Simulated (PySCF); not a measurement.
Compound: C5H4F3O (doublet state).
Cartesian coordinates in Å at the GFN2-xTB level; atoms count from 1:
```
atom  x, y, z in Å
C1     2.720   -0.484   -0.259
C2     1.755    0.262    0.147
C3     0.755    1.037    0.594
C4    -0.557    0.928    0.195
F5    -1.510    1.725    0.732
O6    -1.021    0.074   -0.763
C7    -2.118   -0.676   -0.455
F8    -1.761   -1.784    0.242
F9    -2.659   -1.108   -1.596
H10    2.991   -1.405    0.240
H11    3.318   -0.238   -1.126
H12    0.971    1.816    1.314
H13   -2.888   -0.146    0.133
```

The hyperfine couplings belong to this conformer and change with its torsions.

The species is `C=C=C[C](F)OC(F)F` [radical].

The calculation used PySCF 2.14.0, UKS B3LYP, pcH-1 on C F H O, non-relativistic, mean-field spin-orbit, GIAO. Geometry: GFN2-xTB, one conformer, isolated molecule. A GFN2-xTB geometry isn't a minimum of the functional, and hyperfine couplings can be far from their values at a DFT geometry. No stability test was run, so a lower SCF solution isn't excluded. ⟨S²⟩ is 0.775 where a pure state has 0.75.

Problem. The isotropic 13C couplings are +79.8, -55.2, +51.4, -41.1, +29.4 MHz. Assign them to C1; C2; C3; C4; C7.

Solution. 
| site | a_iso (MHz) | ρ(0) (bohr⁻³) | position | distance from C2 (Å) | spin population | largest \|T\| (MHz) |
| --- | --- | --- | --- | --- | --- | --- |
| C1 | -41.1 | -0.0365 | 1 bond from C2 | 1.29 | -0.12 | 10.1 |
| C2 | +51.4 | +0.0457 | largest spin population | 0.00 | +0.60 | 93.0 |
| C3 | -55.2 | -0.0491 | 1 bond from C2 | 1.34 | -0.24 | 27.6 |
| C4 | +79.8 | +0.0710 | a main spin site | 2.41 | +0.59 | 122.7 |
| C7 | +29.4 | +0.0262 | 2 bonds from C4 | 4.03 | +0.01 | 4.8 |

Problem. Match the computed a_iso(19F) values +101.1, +3.3 MHz (means over equivalent nuclei) with the sites F5; F8/F9.

Solution. 
```tsv
site	a_iso (MHz)	ρ(0) (bohr⁻³)	position	distance from C2 (Å)	bound to	spin population there	largest |T| (MHz)
F5	+101.1	+0.0240	1 bond from C4	3.63	C4	+0.59	299.9
F8/F9	+3.3	+0.0008	3 bonds from C4	4.50	C7	+0.01	9.9
```

ρ(0) is the spin density at the nucleus and T the dipolar tensor; entries for several nuclei are means. The Mulliken spin populations are largest on C2 (+0.60), C4 (+0.59), C3 (-0.24) and C1 (-0.12). The positive populations add up to 1.36 and the negative ones to -0.36, together 2S = 1. Main spin sites, with 60 % or more of the largest population: C2, C4; positions count bonds from the nearest.

Means are taken over nuclei equivalent by connectivity, which assumes that they swap fast. H10 and H11 aren't averaged: C1 is flat or nearly so (angle sum 360°), and its turn about the short C1–C2 bond (1.29 Å) is taken as slow. The 19F value of +3.3 MHz is a mean of couplings from -3.9 to 10.5 MHz in this one geometry, not an average over conformers.

C4, the radical centre as drawn in `C=C=C[C](F)OC(F)F`, holds a spin population of +0.59 out of 1.
